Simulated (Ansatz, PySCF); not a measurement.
Here is a job for PySCF.
```python
from pyscf import gto, scf, cc

mol = gto.M(
    atom='''
C    -0.78444055    2.31390624   -0.21213019
C    -0.92158376    0.94288145   -0.72618139
N    -0.04394399    0.01269195   -0.03996213
C    -0.37217413   -1.37418904   -0.32035186
C    -1.54199866   -1.85935503    0.53025707
C     1.36117018    0.32312723   -0.25379544
C     2.21178958   -0.09019059    0.94202307
H    -1.05819233    3.15268870   -0.82042225
H    -0.49978019    2.47238166    0.80799615
H    -0.76276961    0.92885085   -1.82472144
H    -1.95320338    0.58673815   -0.56728675
H    -0.59962097   -1.52657484   -1.39133346
H     0.50113629   -1.98333989   -0.08050316
H    -2.46403595   -1.34597804    0.26894386
H    -1.69149959   -2.92621058    0.38228199
H    -1.33130743   -1.67312532    1.57960319
H     1.74752037   -0.15271108   -1.17231933
H     1.43569776    1.40702297   -0.38063349
H     3.24141303    0.22568209    0.79252063
H     1.82551531    0.37660703    1.84369834
H     2.20015840   -1.16795700    1.08298302
''',
    basis='sto-3g',
    spin=1,
    verbose=4,
)

mf = scf.UHF(mol)
mf.kernel()

mycc = cc.CCSD(mf, frozen=7)
mycc.kernel()
et = mycc.ccsd_t()
print('E(CCSD(T)) = %.10f' % (mycc.e_tot + et))
```

### Question
Give the equivalent Ansatz (an electronic-structure program) input.

### Answer
Several could match; the one computed here: 
Ansatz 0.2 input:
```yaml
crystal:
  periodic: [false, false, false]
  atoms:
    - {symbol: C, position_ang: [-0.78444055, 2.31390624, -0.21213019]}
    - {symbol: C, position_ang: [-0.92158376, 0.94288145, -0.72618139]}
    - {symbol: N, position_ang: [-0.04394399, 0.01269195, -0.03996213]}
    - {symbol: C, position_ang: [-0.37217413, -1.37418904, -0.32035186]}
    - {symbol: C, position_ang: [-1.54199866, -1.85935503, 0.53025707]}
    - {symbol: C, position_ang: [1.36117018, 0.32312723, -0.25379544]}
    - {symbol: C, position_ang: [2.21178958, -0.09019059, 0.94202307]}
    - {symbol: H, position_ang: [-1.05819233, 3.15268870, -0.82042225]}
    - {symbol: H, position_ang: [-0.49978019, 2.47238166, 0.80799615]}
    - {symbol: H, position_ang: [-0.76276961, 0.92885085, -1.82472144]}
    - {symbol: H, position_ang: [-1.95320338, 0.58673815, -0.56728675]}
    - {symbol: H, position_ang: [-0.59962097, -1.52657484, -1.39133346]}
    - {symbol: H, position_ang: [0.50113629, -1.98333989, -0.08050316]}
    - {symbol: H, position_ang: [-2.46403595, -1.34597804, 0.26894386]}
    - {symbol: H, position_ang: [-1.69149959, -2.92621058, 0.38228199]}
    - {symbol: H, position_ang: [-1.33130743, -1.67312532, 1.57960319]}
    - {symbol: H, position_ang: [1.74752037, -0.15271108, -1.17231933]}
    - {symbol: H, position_ang: [1.43569776, 1.40702297, -0.38063349]}
    - {symbol: H, position_ang: [3.24141303, 0.22568209, 0.79252063]}
    - {symbol: H, position_ang: [1.82551531, 0.37660703, 1.84369834]}
    - {symbol: H, position_ang: [2.20015840, -1.16795700, 1.08298302]}
basis:
  gaussian:
    orbitals: STO-3G
magnetization: {spin_polarized: true, initial_magnetization: 1}
correlation: {method: ccsd_t, electrons: outside_noble_gas}
accuracy: high
```

Both were run: PySCF gave -286.729209 Eh and Ansatz -286.729210 Eh, 0.000 mEh apart.
